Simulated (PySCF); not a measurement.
CsCl, SMILES [Cs][Cl].

Geometry: B3LYP-D3(BJ)/def2-TZVPD. The def2 effective core potentials stand for the cores of Cs; spin–orbit coupling is left out.

Level of theory: M06-2X/def2-TZVPD (PySCF).

Isolated molecule, no solvent.

Computed frontier levels, gap, dipole moment and polarisability:
| Item | Result |
|---|---|
| highest occupied level | -7.21 eV |
| lowest empty level | -1.15 eV |
| orbital gap | 6.06 eV |
| dipole moment | 10.76 D |
| quadrupole, principal values (traceless, Buckingham form, about the centre of nuclear charge) | -17.04, 8.52, 8.52 D·Å |
| mean static polarisability | 46.7 bohr³ (6.91 Å³) |
| polarisability, principal values | 39.7, 39.7, 60.6 bohr³ |
